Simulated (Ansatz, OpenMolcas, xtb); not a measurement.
# GeH3Br (SMILES [GeH3][Br]): the vertical electron affinity, rung by rung

The species is GeH3Br (5 atoms), meant as a singlet with charge 0. As SMILES, `[GeH3][Br]`. The coordinates come from a PBE0-D4/def2-TZVP relaxation.

Each level gives the vertical electron affinity (to the doublet anion) (eV). The values are calculated.

The electron affinity is E(neutral) − E(anion): positive where the electron is bound.

| level | kind | program | value (eV) | less CCSD(T)/aug-cc-pVDZ | CPU time (all runs) |
| --- | --- | --- | --- | --- | --- |
| GFN2-xTB | semi-empirical | xtb | 2.16 | +2.69 | under 2 s |
| SVWN5/aug-cc-pVDZ | LDA | OpenMolcas | -0.05 | +0.48 | 55 s |
| PBE/aug-cc-pVDZ | GGA | OpenMolcas | -0.17 | +0.36 | 82 s |
| revPBE/aug-cc-pVDZ | GGA | OpenMolcas | -0.22 | +0.31 | 83 s |
| TPSS/aug-cc-pVDZ | meta-GGA | OpenMolcas | -0.30 | +0.23 | 2.1 min |
| M06-2X/aug-cc-pVDZ | hybrid meta-GGA | OpenMolcas | -0.50 | +0.03 | 2.1 min |
| CAM-B3LYP/aug-cc-pVDZ | range-separated hybrid | Ansatz | -0.36 | +0.17 | 60 s |
| B2PLYP/aug-cc-pVDZ | double hybrid | Ansatz | -0.42 | +0.11 | 53 s |
| RPA@PBE/aug-cc-pVDZ | RPA | Ansatz | -0.30 | +0.23 | 60 s |
| CCSD(T)/aug-cc-pVDZ | coupled cluster or CI | Ansatz | -0.53 | 0.00 | 3.1 min |

Differences are taken from CCSD(T)/aug-cc-pVDZ for orientation; it has basis-set and higher-order errors of its own. All-electron rows without a relativistic Hamiltonian named are non-relativistic. Spin-orbit coupling, which can split open shells on such heavy atoms by tenths of an eV, is left out. Where it was recorded, the anion's HOMO is positive in SVWN5/aug-cc-pVDZ, PBE/aug-cc-pVDZ, revPBE/aug-cc-pVDZ, TPSS/aug-cc-pVDZ, M06-2X/aug-cc-pVDZ, CAM-B3LYP/aug-cc-pVDZ, B2PLYP/aug-cc-pVDZ: a fault of the level (basis or self-interaction), which says nothing on whether the real anion is bound. The values span -0.53 to 2.16 eV. The xTB values lack the empirical shift that such differences need. In the correlated wave-function rows the outer d shell of Br, Ge is correlated, in sets not made for it. Negative values mean that the anion is unbound at that level; they are set by how diffuse the basis is and aren't properties of the molecule, whose anion may well be bound. CPU times are rough (shared hosts, several kinds of processor and program).
